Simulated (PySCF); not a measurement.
Al(F)(H)(SiH3) (AlFH₄Si), SMILES [F][AlH][SiH3]. Coordinates come from a B3LYP-D3(BJ)/def2-TZVP optimisation.

TDDFT-CAM-B3LYP/def2-SVPD (PySCF 2.14.0) puts the lowest singlet excitations at 4.80, 6.53, 6.96, 7.32, 7.53, 7.69 eV.

### Question
What are the lowest excitation roots from ADC(2)/aug-cc-pVDZ (PySCF)? (An estimate is asked for; the answer gives what the named calculation found.)

### Answer
5.02, 6.78, 6.99, 7.72, 7.80, 7.97 eV. S1 differs by 0.22 eV (second minus first; roots are paired by order, and the bases may differ).
